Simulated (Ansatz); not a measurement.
Relaxing a trial structure of AlBBeH4Si

The starting geometry of this gas-phase singlet was optimised with GFN2-xTB.

```xyz
8

Al   -0.7575   -0.7881    0.3121
B    -0.5188    0.8438   -1.0299
Be    0.1508    1.4172    0.5531
Si    1.0935   -0.3582   -1.1723
H     1.4324   -0.7492   -2.5949
H    -1.2779    1.0895   -1.9054
H    -1.6997   -1.8726    1.1560
H     0.8976    1.4705    1.6391
```

Q: Where would you expect an optimisation with PBE0-D3(BJ)/def2-SVP to take it?

A: A new bond forms, giving a structure given below by its coordinates. Contacts that close: Be3–Si4 (2.65 → 2.35 Å).

The energy falls by 0.74 eV over 8 steps:

```tsv
step	E − E(last) (eV)
1	0.736
2	0.408
3	0.228
4	0.104
5	0.023
6	0.002
7	0.000
8	0.000
```

Final geometry (Å):

```tsv
atom	x (Å)	y (Å)	z (Å)
Al	-0.9014	-0.9853	0.2388
B	-0.7299	0.6522	-1.0854
Be	0.4356	1.1331	0.4351
Si	0.8214	-0.4702	-1.2361
H	1.8284	-0.6944	-2.3342
H	-1.3713	1.5346	-1.6056
H	-1.7046	-2.0176	1.1307
H	0.9422	1.9005	1.4145
```

Frequencies at the end are all real (lowest 228 cm⁻¹). Run with Ansatz 0.2.0, 23 s on 1 thread of Arm Neoverse V2, with other jobs on the host.
